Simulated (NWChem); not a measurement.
System: H$_{3}$BO$_{2}$; SMILES OBO

NWChem input:

```
start job
memory heap 200 mb stack 900 mb global 1100 mb
geometry units angstroms noautoz
  B     -0.468658    -0.020441     0.000000
  H     -1.679229    -0.012276     0.000000
  O      0.155554    -1.219105     0.000000
  H      1.115500    -1.120236     0.000000
  O      0.272982     1.120481     0.000000
  H     -0.265128     1.916470     0.000000
end
basis spherical
  B library def2-svp
  H library def2-svp
  O library def2-svp
end
dft
  xc mn15
  iterations 150
  mulliken
end
task dft energy
```

Output (shortened):

```
             Northwest Computational Chemistry Package (NWChem) 7.3.0
             --------------------------------------------------------

 CS  symmetry detected

                             Geometry "geometry" -> ""
                             -------------------------

 Output coordinates in angstroms (scale by  1.889725989 to convert to a.u.)

  No.       Tag          Charge          X              Y              Z
 ---- ---------------- ---------- -------------- -------------- --------------
    1 B                    5.0000    -0.47923121    -0.01871739     0.00000000
    2 H                    1.0000    -1.68982912    -0.01748500     0.00000000
    3 O                    8.0000     0.15183484    -1.21378711     0.00000000
    4 H                    1.0000     1.11119891    -1.10942249     0.00000000
    5 O                    8.0000     0.25586301     1.12643299     0.00000000
    6 H                    1.0000    -0.28679649     1.91932739     0.00000000

 Effective nuclear repulsion energy (a.u.)      66.8499913882

      Symmetry information
      --------------------

 Group name             Cs
 Group number              2
 Group order               2
 No. of unique centers     6

                                 NWChem DFT Module
                                 -----------------

 Summary of "ao basis" -> "ao basis" (spherical)
 ------------------------------------------------------------------------------
       Tag                 Description            Shells   Functions and Types
 ---------------- ------------------------------  ------  ---------------------
 B                          def2-svp                 6       14   3s2p1d
 H                          def2-svp                 3        5   2s1p
 O                          def2-svp                 6       14   3s2p1d

      Symmetry analysis of basis
      --------------------------

        a'         42
        a"         15

            General Information
            -------------------
          SCF calculation type: DFT
          Wavefunction type:  closed shell.
          No. of atoms     :     6
          No. of electrons :    24
           Alpha electrons :    12
            Beta electrons :    12
          Charge           :     0
          Spin multiplicity:     1
          Use of symmetry is: on ; symmetry adaption is: on
          Maximum number of iterations: 150
          AO basis - number of functions:    57
                     number of shells:    27
          Convergence on energy requested:  1.00D-06
          Convergence on density requested:  1.00D-05
          Convergence on gradient requested:  5.00D-04

              XC Information
              --------------
                         MN15 Method XC Functional
                     Hartree-Fock (Exact) Exchange  0.440
                          MN15 Exchange Functional  1.000
                        MN15 Correlation Potential  1.000

             Grid Information
             ----------------
          Grid used for XC integration:  medium
          Radial quadrature: Mura-Knowles
          Angular quadrature: Lebedev.
          Tag              B.-S. Rad. Rad. Pts. Rad. Cut. Ang. Pts.
          ---              ---------- --------- --------- ---------
          B                   0.85       49           7.0       434
          H                   0.35       45          10.0       434
          O                   0.60       49           9.0       434
          Grid pruning is: on
          Number of quadrature shells:   282
          Spatial weights used:  Erf1

      Superposition of Atomic Density Guess
      -------------------------------------

 Sum of atomic energies:        -175.38413943

      Non-variational initial energy
      ------------------------------

 Total energy =    -176.506272
 1-e energy   =    -371.670013
 2-e energy   =     128.313749
 HOMO         =      -0.446360
 LUMO         =       0.075679

      Symmetry analysis of molecular orbitals - initial
      -------------------------------------------------

  Numbering of irreducible representations:

     1 a'          2 a"

  Orbital symmetries:

     1 a'          2 a'          3 a'          4 a'          5 a'
     6 a'          7 a'          8 a'          9 a"         10 a'
    11 a"         12 a'         13 a"         14 a'         15 a'
    16 a'         17 a'         18 a'         19 a'         20 a"
    21 a'         22 a'

     ---------------------------------------------
      Total Density - Mulliken Population Analysis
     ---------------------------------------------

    Atom       Charge   Shell Charges
 -----------   ------   -------------------------------------------------------
    1 B    5     4.56   1.99  0.81  0.17  1.18  0.24  0.17
    2 H    1     1.07   0.71  0.35  0.01
    3 O    8     8.52   1.99  1.11  0.57  3.08  1.77  0.01
    4 H    1     0.66   0.53  0.08  0.06
    5 O    8     8.53   1.99  1.10  0.57  3.08  1.77  0.01
    6 H    1     0.66   0.53  0.07  0.06

   convergence    iter        energy       DeltaE   RMS-Dens  Diis-err
 ---------------- ----- ----------------- --------- --------- ---------
 d= 0,ls=0.0,diis     1   -176.8033447213 -2.44D+02  1.67D-02  7.97D-01
 d= 0,ls=0.0,diis     2   -176.8164722469 -1.31D-02  7.96D-03  7.02D-01
 d= 0,ls=0.0,diis     3   -176.8762123770 -5.97D-02  1.43D-03  3.13D-02
 d= 0,ls=0.0,diis     4   -176.8790635316 -2.85D-03  1.75D-04  2.82D-04
 d= 0,ls=0.0,diis     5   -176.8790869476 -2.34D-05  8.08D-05  4.81D-05
  Resetting Diis
 d= 0,ls=0.0,diis     6   -176.8790906575 -3.71D-06  2.83D-05  9.87D-06
 d= 0,ls=0.0,diis     7   -176.8790916157 -9.58D-07  5.38D-06  5.36D-08

         Total DFT energy =     -176.879091615709
      One electron energy =     -374.700259614198
           Coulomb energy =      153.201281546162
    Exchange-Corr. energy =      -22.230104935852
 Nuclear repulsion energy =       66.849991388178

 Numeric. integr. density =       24.000000192974

[...]
```

Level: MN15/def2-SVP. All runs use the structure optimised with PBE0/def2-SVP.
